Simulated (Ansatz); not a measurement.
`F[SiH]([SiH3])[SiH3]` and `FC[SiH]([SiH3])[SiH3]` differ in one atom or group.

Ansatz, PBE0-D4/def2-TZVP geometries, multiplicity 1. Each molecule was computed in one conformer, which needn't be the lowest.

```tsv
property	`F[SiH]([SiH3])[SiH3]`
HOMO–LUMO gap (PBE/def2-TZVPP) / eV	4.97
LUMO energy (B3LYP/def2-TZVPP) / eV	-1.15
size of the dipole moment (PBE/def2-TZVPP) / D	1.05
HOMO energy (ωB97M-V/def2-TZVPP) / eV	-9.89
LUMO energy (PBE/def2-TZVPP) / eV	-1.85
LUMO energy (PBE0/def2-TZVPP) / eV	-1.00
```

(1) What does the change do to each property? (Estimate.)

Results:

(1) Computed: 
```json
{"property": "HOMO–LUMO gap (PBE/def2-TZVPP) / eV", "`FC[SiH]([SiH3])[SiH3]`": "5.61", "shift": "0.64"}
{"property": "LUMO energy (B3LYP/def2-TZVPP) / eV", "`FC[SiH]([SiH3])[SiH3]`": "-0.59", "shift": "0.56"}
{"property": "size of the dipole moment (PBE/def2-TZVPP) / D", "`FC[SiH]([SiH3])[SiH3]`": "1.35", "shift": "0.30"}
{"property": "HOMO energy (ωB97M-V/def2-TZVPP) / eV", "`FC[SiH]([SiH3])[SiH3]`": "-9.91", "shift": "-0.02"}
{"property": "LUMO energy (PBE/def2-TZVPP) / eV", "`FC[SiH]([SiH3])[SiH3]`": "-1.24", "shift": "0.61"}
{"property": "LUMO energy (PBE0/def2-TZVPP) / eV", "`FC[SiH]([SiH3])[SiH3]`": "-0.43", "shift": "0.57"}
```

Dipoles are sizes alone; their direction can turn.

B3LYP here is the variant with VWN-RPA as its local correlation; programs differ in this.
